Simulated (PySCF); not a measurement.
## Eu⁵⁸⁺: ionisation energy

Eu⁵⁸⁺ [He] 2s2 2p1 [2p1/2^1, M_J = 1/2] → Eu⁵⁹⁺ [He] 2s2, as a difference of total energies. Computed with PySCF 2.14 in an uncontracted even-tempered set (17 s from 40 bohr⁻², ratio 2.4; 13 p from 51 bohr⁻², ratio 2.4; 5 d from 170 bohr⁻², ratio 2.6; 4 f from 250 bohr⁻², ratio 2.6), with the two-component X2C-1e Hamiltonian. Correlated levels: nothing frozen; the 32 highest virtual spinors dropped. "Screened" scales the spin-orbit matrix elements by Boettger's factors to mimic the two-electron term; Breit and QED terms are absent.

```
                    method  ionisation energy (eV)  difference from reference (eV)
           GHF (spin-free)                 12558.6                          -491.4
          GMP2 (spin-free)                 12558.1                          -491.9
 GHF (screened spin-orbit)                 13062.5                           +12.5
GMP2 (screened spin-orbit)                 13060.4                           +10.4
```

Reference: 13050 ± 6 eV (theoretical estimate listed by NIST; NIST Atomic Spectra Database, ionization energies).

For this ion Breit and QED terms and the two-electron picture change, all absent here, outweigh the correlation shift from GHF to GMP2.

The spin-free rows lack the spin-orbit shift.
